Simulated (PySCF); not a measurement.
**Bond curve of NaSn**

Set-up: basis Na aug-cc-pVDZ, Sn aug-cc-pVDZ-PP with ECP28; scalar-relativistic core potentials; PySCF 2.14. Energies in eV from Na + Sn in their ground configurations at the same level. State: ⁴Σ⁻ (quartet), unpaired electrons σ ↑, π ↑↑.

All columns are PBE0. A positive dipole means Na(−)Sn(+).

```tsv
R (Å)	E (eV)	μ (D)	Mulliken charge on Na (basis-dependent)	HOMO (eV)	LUMO (eV)	Mayer bond order	⟨S²⟩
2.525	-0.902	-6.00	0.39	-4.37	-2.08	1.07	3.75
2.642	-1.059	-6.29	0.38	-4.28	-2.11	1.04	3.75
2.760	-1.145	-6.58	0.35	-4.21	-2.13	1.02	3.75
2.848	-1.175	-6.78	0.33	-4.16	-2.15	1.00	3.75
2.936	-1.183	-6.97	0.32	-4.11	-2.16	0.96	3.75
3.024	-1.174	-7.16	0.33	-4.07	-2.17	0.92	3.75
3.142	-1.141	-7.38	0.35	-4.02	-2.19	0.86	3.75
3.288	-1.078	-7.62	0.37	-3.97	-2.20	0.79	3.75
3.465	-0.983	-7.83	0.39	-3.93	-2.21	0.72	3.75
3.699	-0.844	-7.97	0.40	-3.90	-2.23	0.65	3.75
```

A fit through these points gives, at Re = 2.929 Å, μ = -6.96 D and dμ/dR = -2.15 D/Å; the reduced mass is 19.29 u.

**Question.** How strong is the fundamental in the double-harmonic approximation, I = 42.26·(dμ/dR)²/μred km/mol?

**Answer.** I = 42.26·(-2.15)²/19.29 = 10.1 km/mol at PBE0.

These are scalar-relativistic numbers at best; spin–orbit coupling would shift them, the dissociation energy most. The state is the lowest determinant that a PBE0 search found; another state may lie lower at other levels.
